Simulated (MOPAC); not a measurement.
Input file for MOPAC: PM3 on NaC+, 2S+1 = 3, a spin state set in the input, which need not be the lowest, a point of a bond scan (R = 2.793 Å). Charge +1.

```
PM3 1SCF PRECISE CHARGE=1 UHF MS=1 THREADS=1
CNa

C      0.00000000 1     0.00000000 1     0.00000000 1
Na     0.00000000 1     0.00000000 1     2.79306500 1
```

Output:

```
*******************************************************************************
 **                                                                           **
 **                              MOPAC v23.2.5                                **
 **                                                                           **
 *******************************************************************************
 ** MOPAC's Digital Object Identifier: https://doi.org/10.5281/zenodo.6511958 **
 **                                                                           **
 ** Please cite the open-source release paper for use of this MOPAC version:  **
 ** J. E. Moussa and J. J. P. Stewart (2026)                                  **
 ** MOPAC: An open-source semiempirical molecular orbital program             **
 ** J. Open Source Softw., 11(119), 8025, https://doi.org/10.21105/joss.08025 **
 *******************************************************************************

                              PM3 CALCULATION RESULTS

 *******************************************************************************
 *  PM3        - The PM3 Hamiltonian to be used
 *  UHF        - UNRESTRICTED HARTREE-FOCK CALCULATION
 *
 *
 *
 *                 CHARGE ON SYSTEM = +1
 *
 *
 *
 *  MS=        - IN MECI, MAGNETIC COMPONENT OF SPIN =  1.0
 *  PRECISE    - TIGHTER CRITERIA TO BE USED
 *  1SCF       - DO 1 SCF AND THEN STOP
 *  THREADS=1  - MULTI-THREADING NOT USED
 *  T=         - A TIME OF 172800.0 SECONDS REQUESTED
 *  DUMP=N     - RESTART FILE WRITTEN EVERY 7200.0 SECONDS REQUESTED
 *******************************************************************************
PM3 1SCF PRECISE CHARGE=1 UHF MS=1 THREADS=1
 CNa

   ATOM   CHEMICAL          X               Y               Z
  NUMBER   SYMBOL      (ANGSTROMS)     (ANGSTROMS)     (ANGSTROMS)

     1       C          0.00000000  *   0.00000000  *   0.00000000  *
     2      Na          0.00000000  *   0.00000000  *   2.79306500  *



          CARTESIAN COORDINATES

    NO.       ATOM           X           Y           Z

     1         C          0.0000      0.0000      0.0000
     2        Na          0.0000      0.0000      2.7931

  C: (PM3): J. J. P. STEWART, J. COMP. CHEM. 10, 209 (1989).
 Na: (PM3): J. J. P. STEWART, J. MOL. MOD., 10, 155-164 (2004)

           Empirical Formula: C Na  =     2 atoms



      MOLECULAR POINT GROUP   :   C*v


          UHF CALCULATION, NO. OF ALPHA ELECTRONS =    3
                           NO. OF BETA  ELECTRONS =    1

 -------------------------------------------------------------------------------
 PM3 1SCF PRECISE CHARGE=1 UHF MS=1 THREADS=1
 CNa



     1SCF WAS SPECIFIED, SO BFGS WAS NOT USED
     SCF FIELD WAS ACHIEVED


                              PM3 CALCULATION
                                                       MOPAC v23.2.5 Linux




          FINAL HEAT OF FORMATION =        296.37690 KCAL/MOL =    1240.04094 KJ/MOL


          COSMO AREA              =        111.17 SQUARE ANGSTROMS
          COSMO VOLUME            =        102.90 CUBIC ANGSTROMS

          IONIZATION POTENTIAL    =         14.596058 EV
          ALPHA SOMO LUMO (EV)    =        -14.596 -6.500
          BETA  SOMO LUMO (EV)    =        -20.878 -4.800
          NO. OF ALPHA ELECTRONS  =          3
          NO. OF BETA  ELECTRONS  =          1
          MOLECULAR WEIGHT        =         35.0008         POINT GROUP:  C*v

          MOLECULAR DIMENSIONS (Angstroms)

            Atom       Atom       Distance
           Na     2    C     1     2.79306
           Na     2    C     1     0.00000
            C     1   Na     2     0.00000


          SCF CALCULATIONS        =          1





   ATOM   CHEMICAL          X               Y               Z
  NUMBER   SYMBOL      (ANGSTROMS)     (ANGSTROMS)     (ANGSTROMS)

     1       C          0.00000000  *   0.00000000  *   0.00000000  *
     2      Na          0.00000000  *   0.00000000  *   2.79306500  *

                             CARTESIAN COORDINATES

   1    C        0.000000000     0.000000000     0.000000000
   2   Na        0.000000000     0.000000000     2.793065000


           Empirical Formula: C Na  =     2 atoms



      MOLECULAR POINT GROUP   :   C*v


          ALPHA EIGENVALUES
 -25.34612 -14.76643 -14.59606  -6.49982  -4.35847  -3.11419  -3.09391  -2.44693


           BETA EIGENVALUES
 -20.87763  -4.80044  -4.38275  -3.68207  -3.57804  -3.00119  -2.46535  -1.71893


              NET ATOMIC CHARGES AND DIPOLE CONTRIBUTIONS

  ATOM NO.   TYPE          CHARGE      No. of ELECS.   s-Pop       p-Pop
    1          C           0.105597        3.8944     1.91598     1.97842
    2         Na           0.894403        0.1056     0.00197     0.10363
 DIPOLE           X         Y         Z       TOTAL
 POINT-CHG.     0.000     0.000     3.187     3.187
 HYBRID         0.000    -0.000    -0.204     0.204
 SUM            0.000    -0.000     2.983     2.983


          ATOMIC ORBITAL ELECTRON POPULATIONS

     Atom    s        px        py        pz
    1  C   1.91598   0.99493   0.00000   0.98350
    2 Na   0.00197   0.00507   0.00000   0.09856


                    (SZ)    =    1.000000
                    (S**2)  =    2.002124


          ATOMIC ORBITAL SPIN POPULATIONS

    Atom   Total    s     px     py     pz
         Atomic
    1  C  1.9948  0.030  0.995  0.000  0.970
    2 Na  0.0052  0.001  0.005  0.000 -0.001

 **********************
 *                    *
 * JOB ENDED NORMALLY *
 *                    *
 **********************




 == MOPAC DONE ==
```

The run finished.

Cost: about 0.010 core-seconds (a rough figure).
